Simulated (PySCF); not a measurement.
A calculated (UHF, PySCF 2.14, cc-pVDZ-X2C, the spin-free X2C one-electron Hamiltonian (Gaussian nucleus)) atom or ion has these occupied shells.

```
shell  electrons  orbital energy (eV)  rms radius, mean of both spins (bohr)
 1s α          1             -47062.0                                 0.0259
 1s β          1             -47061.9                                 0.0259
 2s α          1              -7806.9                                  0.105
 2s β          1              -7806.7                                  0.105
 2p α          3              -6967.4                                 0.0941
 2p β          3              -6967.2                                 0.0941
 3s α          1              -1760.9                                  0.271
 3s β          1              -1757.7                                  0.271
 3p α          3              -1492.0                                  0.272
 3p β          3              -1488.4                                  0.272
 3d α          5              -1122.7                                  0.250
 3d β          5              -1118.7                                  0.250
 4s α          1              -376.16                                  0.616
 4s β          1              -366.89                                  0.616
 4p α          3              -285.41                                  0.654
 4p β          3              -275.10                                  0.654
 4d α          5              -154.79                                  0.726
 4d β          5              -141.25                                  0.726
 5s α          1              -56.179                                   1.53
 5s β          1              -52.019                                   1.53
 5p α          3              -31.378                                   1.79
 5p β          3              -28.208                                   1.79
 4f α          6              -14.349                                   1.06
 6s α          1               -6.541                                   4.78
 6p α          1               -3.853                                   5.94
```

**Question.** Name the element and its charge.

**Answer.** Sm (samarium, neutral), in [Xe] 4f6 6s1 6p1, one real determinant (an excited configuration).
